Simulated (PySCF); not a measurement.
GeHCl3, SMILES [Cl][GeH]([Cl])[Cl]. Atoms are numbered in the order given.

```xyz
5

Ge     0.0000     0.0000     0.4370
Cl     1.7367    -1.0027    -0.3126
Cl    -1.7367    -1.0027    -0.3126
Cl     0.0000     2.0054    -0.3126
H      0.0000     0.0000     1.9607
```
Charge 0, spin multiplicity 1.

Coordinates come from a r2SCAN-D4/def2-SVP optimisation. The isomer is the one that the SMILES or the coordinates give; other isomers of the formula were not compared.

Two levels are set side by side: PBE/pcSseg-1 (PySCF) and PBE0/pcSseg-1 (PySCF). GIAO shifts against GeH4 (⁷³Ge), HCl (³⁵Cl), TMS (¹H) at the same level; non-relativistic, no solvent, atoms listed together averaged. Without spin–orbit terms, shifts of atoms bonded to Cl or Br come out too high at both levels. Differences are taken from unrounded values.

```tsv
quantity	PBE0	PBE	PBE minus PBE0
δ(⁷³Ge) of Ge1 (ppm)	454.0	485.0	31.0
δ(³⁵Cl) of Cl2, Cl3, Cl4 (ppm)	159.9	208.2	48.3
δ(¹H) of H5 (ppm)	7.13	7.49	0.36
```

Rough cost on one machine, each run with all the roots and properties that it gave: PBE0 against PBE within a factor of 2.
